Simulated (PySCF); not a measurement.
Species: C₆H₇FN (charge +1).
Atom-mapped SMILES: `[CH3:1][n+:2]1[cH:3][cH:4][c:5]([F:6])[cH:7][cH:8]1`

NICS is the negative of the GIAO shielding at a point without a nucleus: at the ring centre (0) and 1 Å above and below it (1); zz is the component along the ring normal. Level: GIAO PBE0/pcSseg-1 (PySCF, non-relativistic, gas phase) on the GFN2-xTB geometry, one conformer.

Ring bond lengths (Å), with Mayer bond orders in brackets: N2–C3 1.341 (1.19), C3–C4 1.375 (1.47), C4–C5 1.395 (1.37), C5–C7 1.394 (1.38), C7–C8 1.377 (1.46), C8–N2 1.339 (1.20).

Problem. Give the NICS values of each ring in ppm.

Solution. 
```
             ring                                               type  NICS(0)  NICS(1), two faces  NICS(1)zz, two faces  rms pucker (Å)  centre to ring atoms, mean (Å)
N2–C3–C4–C5–C7–C8  6-membered ring with N; formal bonds all aromatic     -9.1       -10.2 / -10.2         -24.9 / -24.7            0.00                            1.37
```

Problem. What can be read from them?

Solution. 
- N2–C3–C4–C5–C7–C8: mean NICS(1)zz -24.8 ppm, shielded. For a flat ring without four-coordinate atoms the NICS criterion counts such a value as aromatic.

Problem. And the bond-length index? HOMA = 1 − mean of α(R − Ropt)² over the ring bonds, with Krygowski's 1993 parameters (CC: Ropt 1.388 Å, α 257.7 Å⁻²; CN: Ropt 1.334 Å, α 93.52 Å⁻²).

Solution. 
- N2–C3–C4–C5–C7–C8: HOMA 0.98; the largest term is that of C3–C4, α(R − Ropt)² = 0.05. The geometric and the magnetic index point the same way.

Problem. At the second NICS(1) probe listed for ring N2–C3–C4–C5–C7–C8, 1 Å off the ring, what do the in-plane components average?

Solution. The isotropic value is a third of the trace: (3 × -10.2 − (-24.7))/2 = -2.9 ppm.

Problem. List the ring angles and the Hirshfeld charges of the ring atoms.

Solution. 
- N2–C3–C4–C5–C7–C8: N2 120.4° (+0.066 e), C3 121.7° (+0.083 e), C4 118.2° (-0.016 e), C5 119.9° (+0.164 e), C7 118.3° (-0.018 e), C8 121.6° (+0.084 e); sum 720.0° against 720° for a flat convex ring.
